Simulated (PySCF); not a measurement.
Species: H13NOSi5.
InChI=1S/H13NOSi5/c3-1(4)6-2-7-5/h6-7H2,3-5H3

Level of theory: TDDFT wB97X-D/def2-SVPD, vertical, gas phase, core orbitals frozen in the response in PySCF. One conformer (not necessarily the lowest) at the PBE0-D3(BJ)/def2-SVP geometry, without solvent, vibrations or thermal averaging. Torsions of this conformer, `[SiH3:1][SiH2:2][O:3][SiH2:4][N:5]([SiH3:6])[SiH3:7]`: Si1–Si2–O3–Si4 -2°, Si2–O3–Si4–N5 8°, O3–Si4–N5–Si6 -101°.

| state | E (eV) | E (hartree) | f | \|μ\| (D) | main configurations (H = HOMO, L = LUMO) |
| --- | --- | --- | --- | --- | --- |
| S1 | 6.56 | 0.2409 | 0.011 | 0.65 | H-1→L (54%), H-1→L+1 (18%), H→L (15%) |
| S2 | 6.59 | 0.2423 | 0.028 | 1.05 | H→L (50%), H→L+1 (29%), H-1→L (13%) |
| S3 | 7.08 | 0.2603 | 0.0050 | 0.43 | H→L+1 (46%), H→L+5 (21%), H→L (12%) |
| S4 | 7.26 | 0.2669 | 0.0026 | 0.31 | H-2→L (67%), H-2→L+1 (15%) |
| S5 | 7.29 | 0.2679 | 0.021 | 0.87 | H-1→L+3 (78%), H-1→L+4 (8%) |
| S6 | 7.61 | 0.2798 | 0.0028 | 0.31 | H-1→L+2 (54%), H-1→L+4 (14%), H-1→L+6 (10%) |
| S7 | 7.74 | 0.2846 | 0.117 | 1.99 | H-1→L+1 (32%), H-1→L+4 (17%), H-1→L (9%) |
| S8 | 7.80 | 0.2868 | 0.081 | 1.65 | H→L+8 (36%), H→L+2 (32%) |
| S9 | 7.91 | 0.2905 | 0.052 | 1.32 | H→L+2 (31%), H→L+6 (22%), H→L+5 (8%) |
| S10 | 7.98 | 0.2931 | 0.017 | 0.74 | H-2→L+1 (23%), H→L+7 (13%) |

Triplets (Tamm–Dancoff): T1 5.87 eV, H-1→L (58%), H-1→L+1 (17%), H-1→L+5 (10%); T2 6.28 eV, H→L (57%), H→L+1 (32%); T3 6.39 eV, H-1→L+3 (80%), H-1→L+4 (9%); T4 6.89 eV, H→L+1 (44%), H→L+5 (18%), H→L (16%).

The lowest singlet lies at 6.56 eV (189 nm, vacuum ultraviolet) and is weak; its leading configuration is HOMO-1→LUMO (54%). The most intense listed level is S7 at 7.74 eV (160 nm, f = 0.117), 1.19 eV above S1. Löwdin shares by element: HOMO nitrogen 49%, silicon 18% or more, hydrogen 7% or more (atoms not listed hold the other 26%); LUMO silicon 47% or more (atoms not listed hold the other 53%). The listed states span 1.42 eV, and the widest gap between neighbours is 0.49 eV (S2 to S3). The oscillator strengths of these states sum to 0.335; summed over the whole spectrum of an exact calculation they would give the number of electrons, 98 (Thomas–Reiche–Kuhn). Orbital energies (eV): HOMO-3 -11.38, HOMO-2 -10.49, HOMO-1 -9.82, HOMO -9.74, LUMO 1.23, LUMO+1 1.59, LUMO+2 1.79. No computed singlet lies in the visible range (380 to 750 nm); the lowest, at 189 nm, stands 3.29 eV above its violet end (3.26 eV). All these states lie below the vertical ionisation energy of 9.66 eV (ΔSCF). Only the lowest 10 singlets were computed, as vertical energies without vibronic structure.

The run took 7.7 min (grids of density and orbitals included) on one thread of an Arm Neoverse V2, shared host with 32 logical CPUs at a one-minute load of 41, and the process peaked at 1.3 GiB of memory.
